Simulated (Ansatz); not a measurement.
Isolated molecules relaxed with PBE0-D4/def2-TZVP in Ansatz; ΔE leaves out vibrations. CCSD(T)/CBS is the MP2 limit (def2-TZVPP, def2-QZVPP) plus CCSD(T) − MP2 in def2-TZVPP, frozen cores. DFT in def2-TZVPP. B3LYP here is the variant with VWN-RPA as its local correlation; programs differ in this. Each species was taken in one conformer, which may not be the lowest.

Consider the redistribution: `B[SiH](F)OC` + `OCB[SiH3]` → `B[Si](O)(F)OC` + `CB[SiH3]`.

(1) Is it downhill or uphill in electronic energy at CCSD(T)/CBS, and by how much? (An estimate is asked.)

(2) What do these levels give: B3LYP-D4, ωB97M-V, B2PLYP, SCS-MP2/def2-TZVPP, HF/def2-QZVPP, CCSD/CBS(def2)? (Estimate.)

Largest T1 diagnostic among the species: 0.012.

Answers

(1) The calculation gave: Downhill: ΔE = -224.5 kJ/mol.

(2) Computed: B3LYP-D4 -219.1, ωB97M-V -222.2, B2PLYP -222.0, SCS-MP2/def2-TZVPP -224.4, HF/def2-QZVPP -223.9, CCSD/CBS(def2) -225.0 kJ/mol.

The D4 term adds −3.5 kJ/mol with B3LYP and −1.9 kJ/mol with PBE0; it sums over pairs of atoms, weighted by their polarisabilities, and B3LYP, whose exchange is more repulsive, gets the larger term. From PBE to PBE0 (25 % exact exchange), in def2-TZVPP and without D4, ΔE moves by −6.9 kJ/mol.
